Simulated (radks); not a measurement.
All-electron atom: Lu3+ in [Xe] 4f13 7s1 (not the ground configuration). All-electron calculation, scalar-relativistic Kohn-Sham, PBE, spin-polarised, spherical densities, finite nucleus; open shells are filled with parallel spins first (spin-orbit coupling, left out, can overturn this in heavy ions); Fermi nuclear charge, rms radius 5.37 fm. Program: a radial shooting solver on a logarithmic mesh with Libxc functionals.

Radial electron density D(r) = 4 pi r^2 rho(r):

| r (bohr) | D(r) (e/bohr) | spin D(r) |
|---|---|---|
| 0.001566 | 12.74 | 0.000374 |
| 0.001838 | 16.11 | 0.000471 |
| 0.002157 | 20.24 | 0.000587 |
| 0.002531 | 25.22 | 0.000724 |
| 0.00297 | 31.14 | 0.000884 |
| 0.003458 | 37.66 | 0.00105 |
| 0.004057 | 45.44 | 0.00125 |
| 0.004761 | 54.03 | 0.00144 |
| 0.005588 | 63.15 | 0.00163 |
| 0.006557 | 72.36 | 0.00178 |
| 0.007695 | 81.03 | 0.00187 |
| 0.008958 | 88.08 | 0.00185 |
| 0.01051 | 93.49 | 0.00171 |
| 0.01234 | 96.20 | 0.00142 |
| 0.01448 | 95.92 | 0.000997 |
| 0.01699 | 93.11 | 0.000493 |
| 0.01994 | 89.04 | 0.0000391 |
| 0.0234 | 85.86 | -0.000179 |
| 0.02724 | 85.91 | 0.0000150 |
| 0.03196 | 91.00 | 0.000762 |
| 0.03751 | 101.4 | 0.00198 |
| 0.04402 | 114.5 | 0.00329 |
| 0.05165 | 125.6 | 0.00408 |
| 0.06062 | 129.3 | 0.00389 |
| 0.07057 | 123.9 | 0.00330 |
| 0.08281 | 111.8 | 0.00458 |
| 0.09718 | 100.9 | 0.0126 |
| 0.114 | 99.24 | 0.0346 |
| 0.1338 | 107.4 | 0.0794 |
| 0.157 | 116.2 | 0.158 |
| 0.1828 | 113.9 | 0.276 |
| 0.2146 | 96.21 | 0.462 |
| 0.2518 | 72.37 | 0.718 |
| 0.2955 | 57.86 | 1.03 |
| 0.3467 | 58.77 | 1.32 |
| 0.4069 | 66.21 | 1.52 |
| 0.4737 | 67.08 | 1.55 |
| 0.5559 | 57.01 | 1.44 |
| 0.6523 | 41.43 | 1.23 |
| 0.7655 | 28.18 | 0.970 |
| 0.8983 | 20.13 | 0.697 |
| 1.054 | 15.47 | 0.432 |
| 1.237 | 11.66 | 0.220 |
| 1.44 | 7.986 | 0.115 |
| 1.69 | 4.543 | 0.104 |
| 1.983 | 2.143 | 0.127 |
| 2.328 | 0.8243 | 0.104 |
| 2.731 | 0.2299 | 0.0343 |
| 3.205 | 0.03997 | 0.00147 |
| 3.731 | 0.08382 | 0.0780 |
| 4.379 | 0.2392 | 0.239 |
| 5.139 | 0.3203 | 0.320 |
| 6.03 | 0.2357 | 0.236 |
| 7.077 | 0.1045 | 0.104 |
| 8.304 | 0.02885 | 0.0289 |
| 9.668 | 0.005130 | 0.00513 |
| 11.35 | 0.0004576 | 0.000458 |

D(r) has 5 maxima, at r = 0.0132, 0.0597, 0.166, 0.444, 5.14 bohr, and minima at 0.0253, 0.108, 0.315, 3.31 bohr, inside which lie 1.92, 11.09, 29.72, 67.12 electrons.
